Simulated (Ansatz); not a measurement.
Saddle point of GeH₆O₂, closed shell (H₂O₂ ([OH][OH]) + GeH₄ → GeH₄O₂ ([OH][O][GeH3]) + H₂; bonds formed: Ge1–O7, H2–H6; bonds broken: Ge1–H2, H6–O7), PBE0-D4/def2-TZVP structure:

```
atom    x (Å)    y (Å)    z (Å)
 Ge1  -0.1209   0.5845   0.9252
  H2   1.5448  -0.2270   0.5423
  H3   0.0946   0.1783   2.3979
  H4  -1.6450   0.5485   0.6822
  H5   0.4230   1.9830   0.6092
  H6   1.1928  -0.5121  -0.4189
  O7   0.0824  -0.6065  -0.7204
  O8  -0.5854  -0.5355  -1.9857
  H9  -0.9862  -1.4132  -2.0317
```

Energies are electronic, without zero-point energy. Barriers and step energies count from the start structure reached by relaxing down the imaginary mode; all methods use the PBE0-D4 structures, on which another method's saddle can fall below an end. Computed with Ansatz 0.2.0 (basis: def2-TZVPP, with def2-QZVPP for the basis limit); correlated methods freeze the cores. Filled d shells of the heavier atoms are correlated. The def2 sets are not built for correlating such inner shells, so the correlated values are less sure here. B3LYP uses VWN-RPA correlation. Extrapolation: Hartree–Fock as exp(−7.88 √X), correlation as X^−2.97.

```csv
method,barrier (eV),step energy (eV)
SPW92,1.263,0.119
PBE-D4,1.554,0.038
BLYP-D4,1.660,-0.055
r2SCAN-D4,1.731,0.007
B97M-V,1.855,0.059
PBE0-D4,?,0.113
B3LYP-D4,1.906,0.021
r2SCAN0-D4,1.969,0.081
BHLYP-D4,2.231,0.078
CAM-B3LYP-D4,?,0.053
wB97X-V,2.076,0.047
wB97M-V,2.030,0.063
B2PLYP,1.999,0.006
PBE-QIDH,2.054,0.080
RPA on PBE,?,0.030
HF,2.850,0.136
MP2,2.032,-0.030
CCSD,2.244,0.083
CCSD(T),2.087,0.041
```

Question: Fill in the withheld barriers. (To be estimated.)

Answer: The calculation gives: RPA on PBE 2.106; CAM-B3LYP-D4 2.019; PBE0-D4 1.871 eV. Each is the energy of the saddle less that of the start structure, by the same method.

For comparison, the barrier by CCSD(T) at an estimated basis limit (MP2 extrapolated from triple and quadruple zeta, plus CCSD(T) − MP2 in triple zeta) is 2.117 eV.

The T1 diagnostic stays at or below 0.016.

Labels in which every atom is bracketed show which atoms are joined, not bond orders.

For scale, one of the runs: CCSD(T)/def2-TZVPP, 194 basis functions, launched by `ansatz run in.yaml --threads 4 --pin off --events-out ev --progress --plain --max-ram 9574MiB`. The run took 61 s on 4 CPU threads of an Arm Neoverse V1 (shared host), with 2.3 GiB of host memory at its peak.
